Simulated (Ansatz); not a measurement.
Isolated molecules relaxed with PBE0-D4/def2-TZVP in Ansatz; ΔE leaves out vibrations. CBS: MP2 limit from def2 TZ/QZ plus the TZ coupled-cluster correction, frozen cores. Functionals use def2-TZVPP. B3LYP here is the variant with VWN-RPA as its local correlation; programs differ in this. Each species was taken in one conformer, which may not be the lowest.

`CC(N)BF` + `NC[SiH2]S` → `FB[SiH2]S` + `CC(N)CN`  (formal exchange of groups at a B–C bond)

```csv
level,ΔE (kJ/mol),difference from CCSD(T)/CBS
PBE-D4,34.5,-5.4
r2SCAN-D4,39.7,-0.2
PBE0-D4,37.6,-2.3
B3LYP-D4,40.7,0.8
ωB97X-V,39.2,-0.7
ωB97M-V,45.4,5.5
B2PLYP,42.6,2.7
PBE,36.0,-3.9
r2SCAN,40.1,0.2
PBE0,38.9,-1.0
B3LYP,43.1,3.2
HF/def2-TZVPP,45.4,5.5
MP2/def2-TZVPP,41.9,2.0
SCS-MP2/def2-TZVPP,40.3,0.4
CCSD/def2-TZVPP,38.2,-1.7
CCSD(T)/def2-TZVPP,36.4,-3.5
HF/def2-QZVPP,46.6,6.7
MP2/def2-QZVPP,44.3,4.4
SCS-MP2/def2-QZVPP,42.7,2.8
HF/CBS(def2),46.8,6.9
MP2/CBS(def2),45.3,5.4
CCSD/CBS(def2),41.7,1.8
CCSD(T)/CBS,39.9,0
```

Largest T1 diagnostic among the species: 0.014.

In def2-TZVPP, CCSD(T) changes the Hartree–Fock value by −9.0 kJ/mol (the triples alone add −1.8 kJ/mol) and MP2 by −3.5 kJ/mol.
